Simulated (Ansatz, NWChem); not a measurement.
## From Ansatz to NWChem

Ansatz 0.2.0 runs this on BSiH4ClO2 (SMILES OB(Cl)O[SiH3]):

job.yaml:
```yaml
crystal:
  periodic: [false, false, false]
  atoms:
    - {symbol: O, position_ang: [-1.488800, 0.491100, 0.723100]}
    - {symbol: B, position_ang: [-0.230000, 0.993200, 0.686000]}
    - {symbol: Cl, position_ang: [0.150700, 2.510600, 1.524900]}
    - {symbol: O, position_ang: [0.744500, 0.354700, 0.017900]}
    - {symbol: Si, position_ang: [0.741000, -1.054400, -0.858000]}
    - {symbol: H, position_ang: [-2.103900, 1.027600, 1.228100]}
    - {symbol: H, position_ang: [2.126200, -1.243000, -1.344100]}
    - {symbol: H, position_ang: [-0.193300, -0.936400, -2.003700]}
    - {symbol: H, position_ang: [0.342200, -2.189700, 0.008800]}
basis:
  gaussian: {orbitals: STO-3G}
hamiltonian: {xc: {name: r2SCAN}}
accuracy: high
output: {forces: true, orbitals: {seedname: orbitals}}
```

```bash
$ ansatz run job.yaml --threads 1 --pin off --max-ram 2610MiB --events-out events.jsonl --progress --plain --runs-dir runs
```

The coordinates come from a PBE0-D4/def2-TZVP relaxation. This is one conformer, not always the lowest.

The shape isn't stationary at this level (largest force 3.1 eV/Å).

It gives a total energy of -916.706917 Eh.

Task: How is this level of theory, on these atoms, set up in NWChem 7.3.0 as an input file of the program's own?

Result: One way, which was run:

bclh4o2si.nw:
```
start bclh4o2si
memory stack 880 mb heap 220 mb global 1100 mb
charge 0
geometry units atomic noautosym nocenter noautoz
 O  -2.81342425  0.92804450  1.36646096
 B  -0.43463701  1.87687599  1.29635212
 Cl  0.28478173  4.74434641  2.88164337
 O   1.40690110  0.67028586  0.03382610
 Si  1.40028706 -1.99252723 -1.62138501
 H  -3.97579479  1.94188257  2.32077265
 H   4.01793569 -2.34892957 -2.53998088
 H  -0.36528406 -1.76953954 -3.78644424
 H   0.64666428 -4.13793330  0.01662959
end
basis spherical bse
 * library STO-3G
end
dft
 xc r2scan
 grid xfine
 convergence energy 1e-08
 iterations 100
 mulliken
 print low
end
task dft gradient
```

```bash
$ nwchem bclh4o2si.nw > bclh4o2si.out
```

Its energy is -916.706896 Eh, 0.021 mEh from the first; the programs' integration grids differ.
